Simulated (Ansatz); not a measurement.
System: H$_{4}$GeO, charge 0, singlet. H4GeO (SMILES [OH][GeH3]).
B3LYP-D3(BJ)/def2-TZVP minimum from Ansatz (an electronic-structure program):
```
Ge
O 1 1.7950
H 2 0.9620 1 112.92
H 1 1.5318 2 104.05 3 -180.00
H 1 1.5422 4 111.57 2 -118.40
H 1 1.5422 4 111.57 5 -123.20
```

Quantity: atomisation energy (electronic, to ground-state atoms), in kcal/mol. Radicals and triplets start from unrestricted determinants; spin-orbit coupling is neglected. Correlated methods leave the cores frozen (noble-gas shells, and filled d and f shells in the p block). No relativity. CBS(X,Y): correlation extrapolated as X^-3, Hartree-Fock from the larger set (Q,5: extrapolated as (X+1)exp(-9√X)). A bracket is a step between two methods taken in the basis named. Double hybrids freeze cores in their MP2 part. For partners of very few electrons the exact lower level stands in for a higher one.

CCSD(T)/CBS(cc-pVQZ,cc-pV5Z) + [CCSDT(Q) - CCSD(T)]/cc-pVTZ + [CCSDTQ - CCSDT(Q)]/cc-pVDZ (Ansatz) gives 419.9 kcal/mol.

Task: What does PBE/def2-TZVPD (Ansatz) give here, and how do the other levels compare?

Result: PBE gives 413.7 kcal/mol, 6.2 kcal/mol below it. Differences of the others: B3LYP/def2-TZVPD (Ansatz) -7.9; PBE0/def2-TZVPD (Ansatz) -12.7; wB97M-V/def2-TZVPD (Ansatz) -4.7; B2PLYP/def2-TZVPD (Ansatz) -10.0; CCSD(T)/CBS(cc-pVQZ,cc-pV5Z) (Ansatz) 0.0 kcal/mol.
